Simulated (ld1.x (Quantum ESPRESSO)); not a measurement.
# What one change does to a pseudopotential (Hg, TM)

Hg (Z = 80), norm-conserving Troullier–Martins (Kleinman–Bylander form), made with ld1.x (Quantum ESPRESSO) 7.5 (PBE, scalar-relativistic). Core [Xe] 4f14 5d10, reference 6s1 6p0 (charge +1). Waves: 6s (bound): rc 1.70 bohr; 6p (bound, empty): rc 2.05 bohr. Local part: the p channel. Core correction: Bessel-smoothed model core inside 1.70 bohr.

All-electron outer shells of the reference configuration (PBE, scalar-relativistic, ld1.x):

```json
{"shell": "5d", "level (eV)": "-18.84", "outermost node (bohr)": "0.55", "outermost maximum (bohr)": "1.17"}
{"shell": "6s", "level (eV)": "-14.71", "outermost node (bohr)": "1.08", "outermost maximum (bohr)": "2.13"}
{"shell": "6p", "level (eV)": "-7.45", "outermost node (bohr)": "1.27", "outermost maximum (bohr)": "2.87"}
```

Change: wave 6s (bound): rc 1.70 bohr becomes 6s (bound): rc 1.98 bohr.

Cutoffs: the cutoffs (Ry, on a coarse ladder) from which the occupation-weighted sum of valence levels, in a spherical-Bessel basis at the reference potential, stays within 10 and 1 mRy of its value at 400 Ry; they do not see the model core or the augmentation charge, which bear on the density cutoff. Errors are all-electron minus pseudo energies relative to the spin-unpolarised reference configuration.

Q: How do hardness, ghosts and transferability respond?

A: The potential gets softer (25 Ry and 50 Ry → 10 Ry and 25 Ry); both files keep a bound ghost (s); the errors of the 5 common tests hardly move. A larger radius leaves more room for a smooth pseudo-wave, so fewer plane waves are needed.

```tsv
quantity	base	changed
cutoff, loose	25 Ry	10 Ry
cutoff, tight	50 Ry	25 Ry
bound ghosts	s	s
error for 6s2 6p0, meV [ΔE -10.69 eV]	-212	-207
error for 6s1.5 6p0, meV [ΔE -6.33 eV]	-58	-57
error for 6s1 6p1, meV [ΔE -4.65 eV]	-37	-36
error for 6s0 6p1, meV [ΔE 7.41 eV]	-60	-58
error for 6s0 6p2, meV [ΔE 1.89 eV]	-17	-16
s: phases at 2.25 bohr within 0.05 rad from the reference energy up to (Ry; the scan ends near 5)	4.5	to the end of the scan
p: phases at 2.25 bohr within 0.05 rad from the reference energy up to (Ry; the scan ends near 5)	0.1	0.1
```

Changed file: The cutoffs count occupied waves only; the empty 6p level needs 21 Ry at the loose tolerance. A true bound ghost makes a file unfit for plane-wave use even where its test errors are small: the radial tests pick states by their node count and pass the ghost by.
